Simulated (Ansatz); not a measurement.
Basis-set extrapolation for BH₄NOSi, SMILES `N[SiH]1BO1` (PBE0-D4/def2-TZVP geometry, frozen core, the Gaussian-basis code of Ansatz). Multiplicity 1, RHF reference.

|  | def2-TZVPP | def2-QZVPP |
| --- | --- | --- |
| HF | -445.386022 | -445.403014 |
| MP2 correlation | -0.661536 | -0.711165 |
| CCSD(T) correlation | -0.715464 | not run |

Energies in hartree. Use E(X) = E(∞) + A·exp(−7.88·√X) for Hartree–Fock and E(X) = E(∞) + B·X^(−2.97) for correlation, with X = 3 and 4, and add CCSD(T) minus MP2 of the smaller set to the MP2 limit.

Q: What is the CCSD(T) energy at the basis-set limit?

A: HF limit: -445.403014 + (-0.016992) × 0.13774 = -445.40535. MP2 limit: -0.711165 + (-0.049629) × 0.74074 = -0.74793. Higher-order term: -0.715464 − (-0.661536) = -0.05393. Total: -446.20721 hartree, 277.6 kJ/mol below CCSD(T)/def2-TZVPP.
